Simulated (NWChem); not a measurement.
Species: GeCl₃, doublet; SMILES [Ge]([Cl])([Cl])[Cl]

```xyz
4

Cl    -0.5686    -1.9729    -0.3084
Ge     0.0000     0.0000     0.4568
Cl    -1.4243     1.4789    -0.3084
Cl     1.9929     0.4940    -0.3084
```
Atoms are numbered in this order, from 1.

Level: PBE-D3(BJ)/def2-SVP, spin-unrestricted (NWChem), optimised geometry, unscaled harmonic frequencies. In the optimisation the excess spin sits in a (C3, its own frame).

| frequency (cm⁻¹) | IR intensity (km/mol) |
|---|---|
| 121 | 1.4 |
| 121 | 1.4 |
| 149 | 3.6 |
| 359 | 8.7 |
| 402 | 72.3 |
| 402 | 72.3 |

The zero-point energy is 2.2 kcal/mol and the thermal correction to the enthalpy at 298.15 K (with zero-point energy) is 6.5 kcal/mol. The heat capacity Cv is 16.2 cal/(mol K) and the dipole moment comes out as 1.09 D.

Rigid rotor and harmonic oscillator.
